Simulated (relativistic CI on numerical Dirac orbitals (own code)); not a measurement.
The 28-electron sequence from Ni I to Ag XX

Calculated at this level of theory: Dirac-Coulomb-Breit CI, orbitals from a KLI potential per configuration, QED by a radiative potential, unscaled Slater integrals (own radial code, finite nucleus).

Configurations in the expansion (outside the closed core [Ar]): 3d10, 3d8.4s2, 3d9.4s, 3d9.4p, 3d9.4d, 3d8.4s.4p, 3d9.4f. Levels of other configurations are missing.

Energies above each ion's lowest level, in eV. Levels are followed by their leading LS label, which can pass from one level to another where the coupling changes.

| Ion | 3d9.4s 3D_3 | 3d9.4s 3D_2 | 3d9.4s 3D_1 | 3d10 1S_0 | 3d9.4s 1D_2 |
| --- | --- | --- | --- | --- | --- |
| Ni I | 1.6271 | 1.7171 | 1.8113 |  | 2.3273 |
| Cu II | 0.92034 | 1.0444 | 1.1717 | 0 | 1.6192 |
| Zn III | 8.1853 | 8.3427 | 8.5206 | 0 | 8.9875 |
| Ga IV | 17.241 | 17.434 | 17.677 | 0 | 18.157 |
| Ge V | 27.889 | 28.12 | 28.446 | 0 | 28.937 |
| As VI | 40.024 | 40.295 | 40.721 | 0 | 41.223 |
| Se VII | 53.579 | 53.891 | 54.441 | 0 | 54.953 |
| Br VIII | 68.511 | 68.864 | 69.564 | 0 | 70.086 |
| Kr IX | 84.789 | 85.184 | 86.059 | 0 | 86.593 |
| Rb X | 102.39 | 102.82 | 103.91 | 0 | 104.45 |
| Sr XI | 121.29 | 121.77 | 123.09 | 0 | 123.64 |
| Zr XIII | 162.93 | 163.49 | 165.4 | 0 | 165.98 |
| Nb XIV | 185.64 | 186.24 | 188.51 | 0 | 189.11 |
| Mo XV | 209.6 | 210.24 | 212.92 | 0 | 213.52 |
| Tc XVI | 234.79 | 235.47 | 238.6 | 0 | 239.22 |
| Ru XVII | 261.2 | 261.92 | 265.56 | 0 | 266.19 |
| Rh XVIII | 288.82 | 289.58 | 293.78 | 0 | 294.43 |
| Pd XIX | 317.65 | 318.44 | 323.26 | 0 | 323.93 |
| Ag XX | 347.66 | 348.49 | 353.99 | 0 | 354.68 |

In the calculation the lowest level changes from 3d8.4s2 3F_4 to 3d10 1S_0 at Cu II.

Between Z = 44 and 47 the energy of 3d9.4s 3D_3 follows a local power law Z^4.3. For orientation: electrostatic splittings inside a shell grow about linearly with the screened charge, excitations that change n as its square, and fine structure as its fourth power; written in Z itself the exponents are larger, since the screened charge grows faster in proportion.

The members near neutrality are the least accurate: they can be off by several eV, miss lower levels of configurations outside the list, or start from a wrong lowest level.
